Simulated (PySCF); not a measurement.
A PySCF script (with the pyscf-properties extension) for the NMR shieldings of C6H16BOP, on a GFN2-xTB geometry:

```python
import basis_set_exchange as bse
import numpy as np
from pyscf import gto, dft
from pyscf.prop import nmr

atoms = """
C     2.540522    0.205934   -0.965906
C     1.166029   -0.128660   -1.529255
O     0.337523   -0.689010   -0.529928
B    -0.476937    0.000583    0.284645
C    -1.335856   -0.852596    1.317787
P     1.058020   -3.151300   -0.643032
C    -0.623458    1.569848    0.238301
C    -1.987016    2.206658    0.053276
C    -1.285416    2.341080    1.356936
H     2.456278    0.949168   -0.175989
H     2.987741   -0.694817   -0.551067
H     3.183053    0.591276   -1.752944
H     1.263790   -0.893653   -2.307414
H     0.691591    0.758118   -1.961080
H    -2.395236   -0.614002    1.251670
H    -1.033034   -0.642238    2.341989
H    -1.225250   -1.921138    1.159067
H    -0.313579   -3.302639   -0.749222
H     1.009924   -3.012510    0.733095
H     1.238928   -4.532278   -0.537151
H     0.171307    2.124225   -0.252575
H    -2.056599    3.070079   -0.591996
H    -2.846155    1.555607   -0.002125
H    -0.870717    3.302083    1.623334
H    -1.666389    1.784329    2.198721
"""
names = dict.fromkeys(["C", "O", "B", "P", "H"], "pcSseg-1")
basis = {el: gto.basis.parse(bse.get_basis(n, elements=[el], fmt="nwchem")) for el, n in names.items()}
mol = gto.M(atom=atoms, basis=basis, charge=0, verbose=0)
mf = dft.RKS(mol, xc="PBE0")
mf.grids.level = 2
mf.grids.alignment = dft.numint.BLKSIZE   # the property module wants whole blocks of grid points
mf.conv_tol = 1e-9
mf.kernel()

calc = nmr.RKS(mf)   # GIAO
C = mf.mo_coeff
Co = C[:, mf.mo_occ > 0]
resp = mf.gen_response(singlet=True, hermi=2)
def vind(x):   # induced exchange potential for any number of trial vectors
    d = np.einsum("pi,xij,qj->xpq", C, 2 * x.reshape(-1, C.shape[1], Co.shape[1]), Co, optimize=True)
    return np.einsum("xpq,pi,qj->xij", resp(d - d.transpose(0, 2, 1)), C, Co, optimize=True).ravel()
mo1, _ = nmr.rhf.solve_mo1(calc, with_cphf=vind)
sigma = calc.kernel(mo1)
for i, s in enumerate(sigma):   # ppm
    w = np.linalg.eigvalsh((s + s.T) / 2)
    print("%2d %-2s iso %8.1f  s11 %8.1f  s22 %8.1f  s33 %8.1f" % (i, mol.atom_pure_symbol(i), w.mean(), *w))
```

Q: What are the results?

A: 
```
 0 C  iso    167.4  s11    147.9  s22    166.6  s33    187.6
 1 C  iso    123.1  s11     92.5  s22    111.5  s33    165.3
 2 O  iso    121.8  s11    -57.7  s22    114.6  s33    308.6
 3 B  iso     49.5  s11      7.8  s22     48.6  s33     92.2
 4 C  iso    185.4  s11    174.1  s22    187.7  s33    194.5
 5 P  iso    592.5  s11    549.8  s22    603.5  s33    624.1
 6 C  iso    184.0  s11    138.8  s22    182.6  s33    230.7
 7 C  iso    180.0  s11    152.8  s22    176.8  s33    210.4
 8 C  iso    180.6  s11    153.7  s22    175.1  s33    212.9
 9 H  iso     30.5  s11     25.9  s22     30.8  s33     34.9
10 H  iso     29.8  s11     25.2  s22     30.0  s33     34.1
11 H  iso     30.8  s11     26.9  s22     27.0  s33     38.5
12 H  iso     27.0  s11     23.3  s22     27.2  s33     30.3
13 H  iso     27.4  s11     23.1  s22     28.4  s33     30.6
14 H  iso     31.9  s11     26.6  s22     32.4  s33     36.7
15 H  iso     31.7  s11     26.8  s22     31.1  s33     37.2
16 H  iso     31.5  s11     25.3  s22     30.8  s33     38.3
17 H  iso     29.9  s11     24.5  s22     29.7  s33     35.4
18 H  iso     30.0  s11     24.7  s22     29.8  s33     35.4
19 H  iso     30.2  s11     25.1  s22     25.6  s33     40.0
20 H  iso     31.7  s11     23.4  s22     31.0  s33     40.7
21 H  iso     31.1  s11     25.1  s22     26.6  s33     41.5
22 H  iso     31.4  s11     25.3  s22     29.2  s33     39.8
23 H  iso     31.1  s11     25.0  s22     26.7  s33     41.5
24 H  iso     31.3  s11     24.7  s22     29.4  s33     39.7
```

These numbers come from an equivalent density-fitted implementation of the same equations, which agrees with the script to about 0.01 ppm for H and up to a few tenths of a ppm for heavy atoms, so last digits may differ.

Size and cost of the density-fitted run: 240 basis functions, 2.2 min wall time on 1 thread of an Arm Neoverse N1, shared host; peak memory 1.1 GiB.
